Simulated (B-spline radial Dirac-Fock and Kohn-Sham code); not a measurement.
Two-hole binding energies of Bi⁴⁺

System: bismuth as Bi⁴⁺ in the configuration [Xe] 4f14 5d10 6s1.

Model: Dirac-Fock ΔSCF + Breit + QED. Program: an atomic code on a B-spline grid. U is the two-hole binding energy less the two single-hole energies, the effective repulsion of the holes after relaxation. Each two-hole energy is an average over J within one jj subconfiguration.

```
          holes  E(a) (eV)  E(b) (eV)  E(ab) (eV)  U (eV)
           2s⁻²    16445.5    16445.5     33158.9   267.9
   2s⁻¹ 2p3/2⁻¹    16445.5    13470.4     30149.9   234.0
2p1/2⁻¹ 2p3/2⁻¹    15763.5    13470.4     29522.2   288.4
2p1/2⁻¹ 3p3/2⁻¹    15763.5     3234.8     19108.1   109.9
2p1/2⁻¹ 3d3/2⁻¹    15763.5     2740.9     18621.5   117.2
2p3/2⁻¹ 3p1/2⁻¹    13470.4     3753.5           ?       ?
        3p1/2⁻²     3753.5     3753.5      7595.6    88.6
3p1/2⁻¹ 3p3/2⁻¹     3753.5     3234.8      7064.4    76.1
        3p3/2⁻²     3234.8     3234.8      6544.1    74.5
4d3/2⁻¹ 4d5/2⁻¹      519.6      495.5      1050.4    35.3
        4f5/2⁻²      212.7      212.7       459.5    34.2
4f5/2⁻¹ 4f7/2⁻¹      212.7      207.4       455.1    35.0
        4f7/2⁻²      207.4      207.4       448.9    34.2
        5d5/2⁻²      73.45      73.45       164.1    17.2
```

**Question.** Give the missing two-hole energy and U.

**Answer.** E(ab) = 17341.6 eV and U = 117.7 eV.

Values without a named source are computed, but for edge energies of neutral atoms, which are taken from tables.
